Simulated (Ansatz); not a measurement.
Ideal-gas functions of F6Pt-2 (`[F][Pt-2]([F])([F])([F])([F])[F]`) at 400 K and 1 bar, from an Ansatz frequency run at PBE0-D4/def2-TZVPD.

Molar mass 309.07 g/mol, point group Oh (symmetry number 24), electronic degeneracy 1, moments of inertia 289.994, 289.994, 289.994 u Å². Harmonic wavenumbers (cm⁻¹, unscaled): 193, 193, 193, 225, 225, 225, 263, 263, 263, 544, 544, 544, 546, 546, 567.

Use S(trans) = R[1.5 ln M + 2.5 ln T − 1.1517]; rotational temperatures θ = 24.2544 K / I; S(rot) = R[ln(√π/σ · √(T³/θAθBθC)) + 1.5]; for each mode x = 1.438777 ν̃/T, S = R[x/(eˣ − 1) − ln(1 − e⁻ˣ)] and H = RT x/(eˣ − 1); 1 cm⁻¹ = 0.0119627 kJ/mol; R = 8.31446 J/(mol·K).

Problem. By hand: the entropy, in J/(mol·K).

Solution. Translation 186.5. Rotation: θ = 0.0836, 0.0836, 0.0836 K, giving 96.5. Vibration, mode by mode: 11.51, 11.51, 11.51, 10.30, 10.30, 10.30, 9.08, 9.08, 9.08, 3.94, 3.94, 3.94, 3.92, 3.92, 3.69, in all 116.0. Electronic 0.0. Sum 399.0 J/(mol·K).

Problem. By hand: H − E and G − E in kJ/mol, counted from the electronic energy.

Solution. Zero-point energy ½ × 5334 × 0.0119627 = 31.9; thermal vibration 25.7; translation, rotation and pV give 4 RT = 13.3. H − E = 70.9 kJ/mol, and G − E = 70.9 − 400 × 399.0/1000 = -88.7 kJ/mol.

Vibration gives 29 % of the entropy.
